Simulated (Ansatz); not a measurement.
`O[SiH](O)[NH][GeH3]` + `NC1(F)C=N1` → `O[SiH](F)[NH][GeH3]` + `NC1(O)C=N1`  (formal exchange of groups at the Si–O bond)

Calculated with Ansatz (gas phase, PBE0-D4/def2-TZVP geometries, no zero-point term in ΔE). CBS: MP2 limit from def2 TZ/QZ plus the TZ coupled-cluster correction, frozen cores. Functionals use def2-TZVPP. B3LYP here is the variant with VWN-RPA as its local correlation; programs differ in this. For Ge outer-core shells are correlated without core-valence functions, which leaves a few kJ/mol of doubt a bond. Scalar relativity is left out up to krypton. Each species was taken in one conformer, which may not be the lowest.

`O[SiH](O)[NH][GeH3]`:

Cartesian coordinates in Å:
```
O 1.834 0.334 -0.815
Si 1.016 -0.699 0.158
O 0.561 -1.909 -0.861
N -0.285 0.109 0.896
Ge -1.477 1.247 0.067
H 2.193 -0.043 -1.620
H 1.865 -1.232 1.253
H -0.016 -2.586 -0.507
H -0.273 0.156 1.903
H -2.873 1.016 0.674
H -1.075 2.718 0.275
H -1.469 0.891 -1.423
```

`NC1(F)C=N1`:

Z-matrix (Å, degrees):
```
C
F 1 1.358
C 1 1.415 2 119.4
N 1 1.405 2 109.0 3 157.0
N 1 1.472 2 114.5 3 -58.8
H 3 1.085 1 155.8 2 81.9
H 4 1.010 1 111.3 2 172.7
H 4 1.013 1 110.6 2 50.8
```

`O[SiH](F)[NH][GeH3]`:

```xyz
11

O    -0.266   -0.927    1.810
Si   -1.134   -0.820    0.434
F    -2.640   -0.361    0.703
N    -0.444    0.340   -0.597
Ge    1.349    0.736   -0.784
H    -0.097   -0.121    2.301
H    -1.204   -2.199   -0.080
H    -1.045    0.794   -1.267
H     1.858    1.453    0.479
H     1.467    1.659   -2.004
H     2.156   -0.555   -0.994
```

`NC1(O)C=N1`:

```xyz
9

N    -1.187   -0.218   -0.672
C     0.098   -0.013   -0.136
O     0.997    0.091   -1.178
C     0.477   -0.406    1.182
N     0.334    0.849    1.063
H    -1.361    0.431   -1.430
H    -1.903   -0.126    0.033
H     1.801    0.493   -0.837
H     0.743   -1.101    1.975
```

Q: Is it downhill or uphill in electronic energy at CCSD(T)/CBS, and by how much? (Estimate.)

A: Ansatz gave: Downhill: ΔE = -11.3 kcal/mol.

Q: What do these levels give: PBE-D4, r2SCAN-D4, B3LYP-D4, ωB97M-V, B2PLYP, PBE, B3LYP, HF/def2-TZVPP, MP2/def2-TZVPP, HF/def2-QZVPP, MP2/def2-QZVPP, HF/CBS(def2)? (Best estimate.)

A: Ansatz gave: PBE-D4 -10.1, r2SCAN-D4 -10.1, B3LYP-D4 -10.1, ωB97M-V -10.0, B2PLYP -10.7, PBE -10.2, B3LYP -10.2, HF/def2-TZVPP -9.9, MP2/def2-TZVPP -11.7, HF/def2-QZVPP -10.2, MP2/def2-QZVPP -12.0, HF/CBS(def2) -10.3 kcal/mol.

Largest T1 diagnostic among the species: 0.012.

In def2-TZVPP, CCSD(T) changes the Hartree–Fock value by −1.0 kcal/mol (the triples alone add −0.2 kcal/mol) and MP2 by −1.8 kcal/mol.
